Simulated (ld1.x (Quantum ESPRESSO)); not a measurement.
nitrogen (N): one change to an RRKJ potential, before and after

| Property | Result |
| --- | --- |
| Element | nitrogen |
| Generator | ld1.x (Quantum ESPRESSO) 7.5 |
| Type | norm-conserving RRKJ (Kleinman–Bylander form) |
| Functional | PW91 |
| Relativity | non-relativistic |
| Frozen core | [He] |
| Valence charge | 5 |
| Reference configuration | 2s2 2p2 (charge +1) |
| Partial waves | 2s (bound): rc 1.10 bohr; 2p (bound): rc 1.85 bohr |
| Local potential | the p channel |
| Core correction | none |

Change: wave 2s (bound): rc 1.10 bohr becomes 2s (bound): rc 0.78 bohr.

Cutoffs: the cutoffs (Ry, on a coarse ladder) from which the occupation-weighted sum of valence levels, in a spherical-Bessel basis at the reference potential, stays within 10 and 1 mRy of its value at 400 Ry; they do not see the model core or the augmentation charge, which bear on the density cutoff. Errors are all-electron minus pseudo energies relative to the spin-unpolarised reference configuration.

**Question.** Predict the effect on cutoff, ghosts and configuration errors.

**Answer.** The potential gets softer (70 Ry and 90 Ry → 55 Ry and 80 Ry); the errors of the 7 common tests hardly move; neither file shows a bound ghost.

| quantity | base | changed |
| --- | --- | --- |
| cutoff, loose | 70 Ry | 55 Ry |
| cutoff, tight | 90 Ry | 80 Ry |
| loose cutoff by channel (10 mRy a level) | s 55 Ry, p 35 Ry | s 50 Ry, p 35 Ry |
| bound ghosts | none | none |
| error for 2s2 2p3, meV [ΔE -13.68 eV] | -0.3 | +0.6 |
| error for 2s2 2p1, meV [ΔE 28.96 eV] | +94 | +97 |
| error for 2s2 2p0, meV [ΔE 76.15 eV] | +751 | +768 |
| error for 2s1 2p3, meV [ΔE 11.72 eV] | +6.4 | +7.2 |
| error for 2s0 2p5, meV [ΔE 9.25 eV] | +125 | +128 |
| error for 2s2 2p3.3, meV [ΔE -15.32 eV] | -8.3 | -7.1 |
| error for 2s1 2p4, meV [ΔE -2.22 eV] | +60 | +64 |
| s: phases at 2.01 bohr within 0.05 rad from the reference energy up to (Ry; the scan ends near 5) | 1.0 | 1.0 |
| p: phases at 2.01 bohr within 0.05 rad from the reference energy up to (Ry; the scan ends near 5) | 0.7 | 0.7 |
